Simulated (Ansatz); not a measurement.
C2H3O, charge -1, singlet, geometry from GFN2-xTB (a gas-phase anion, which may not be bound at this level); PBE/STO-3G in Ansatz (an electronic-structure program).

The Ansatz input:
Ansatz 0.2 input:
```yaml
crystal:
  periodic: [false, false, false]
  atoms:
    - {symbol: O, position_ang: [1.20222232, 0.35798886, 0.02041500]}
    - {symbol: C, position_ang: [-0.02392463, 0.67055660, -0.01272229]}
    - {symbol: C, position_ang: [-0.96955705, -0.66523219, -0.00962122]}
    - {symbol: H, position_ang: [-0.42231874, -1.62047315, 0.01999328]}
    - {symbol: H, position_ang: [-1.63707983, -0.62162665, 0.85936536]}
    - {symbol: H, position_ang: [-1.59748991, -0.65375760, -0.90861757]}
basis:
  gaussian:
    orbitals: STO-3G
hamiltonian:
  xc: pbe
total_charge: -1
```

It wrote (shortened):

```
Functional definition: PBE
251 factors; integrals over basis functions are off by at most 3.0e-5 eV
mean field evaluation 1: about -4103.3505 eV, gradient 1.6e1 eV
mean field evaluation 2: about -4101.6514 eV, gradient 2.9e1 eV
mean field evaluation 4: about -4104.1100 eV, gradient 1.2e0 eV
mean field evaluation 8: about -4104.0429 eV, gradient 1.0e-2 eV
mean field -4104.04293646 eV, -150.8207960946 hartree, gradient 1.7e-5 eV, S^2 0.000000; 0 other end points of the search recorded, 0 dependent functions left out
reference -4104.04294998 eV, -150.8207965917 hartree; 12, 12 occupied and 6, 6 virtual orbitals, 251 factors
Total energy: -4104.04294998 eV, -150.8207965917 hartree
```
